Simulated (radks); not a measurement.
The numbers below are computed, except where a source is named.
The lutetium anion Lu- inside a hard spherical wall (all orbitals vanish at R), configuration held at [Xe] 4f14 5d2 6s2 and not refilled when levels cross. Level of theory: scalar-relativistic Kohn-Sham, PBE, spin-polarised, spherical densities, finite nucleus; open shells are filled with parallel spins first (spin-orbit coupling, left out, can overturn this in heavy ions); Fermi nuclear charge, rms radius 5.37 fm (a radial shooting solver on a logarithmic mesh with Libxc functionals). Eigenvalues in eV for spin up, with the zero of energy where the potential of the charges vanishes at infinity; a dash marks a level that is unbound or too diffuse for the functional's potential to be trusted. A positive occupied level is held by the wall or, in an anion where self-interaction has pushed it up, behind a barrier. The pressure on the wall is -dE/dV.

\begin{tabular}{lrrrrrrrrr}
R (bohr) & E (hartree) & kinetic (hartree) & e(5p) & e(4f) & e(6s) & e(6p, empty) & e(5d) & e(7s, empty) & pressure (GPa) \\ \hline
15 & -14561.4574 & 15906.317 & -26.814 & -4.587 & -0.678 & 1.861 & 2.361 & 2.547 & 0.0175 \\
8 & -14561.3987 & 15906.496 & -23.931 & -1.659 & 1.200 & 4.456 & 4.727 & 9.787 & 1.27 \\
7 & -14561.3482 & 15906.669 & -22.600 & -0.302 & 2.227 & 5.965 & 5.891 & 13.895 & 3.41 \\
5 & -14560.9861 & 15907.782 & -17.523 & 5.006 & 7.819 & 14.115 & 10.976 & 34.796 & 36.5 \\
3.5 & -14559.4428 & 15912.715 & -8.294 & 15.530 & 26.283 & 39.493 & 22.730 & 93.474 & 451 \\
2.5 & -14553.1823 & 15934.049 & 12.743 & 39.412 & 84.112 & 110.04 & 51.621 & 239.24 & 5270 \\
\end{tabular}
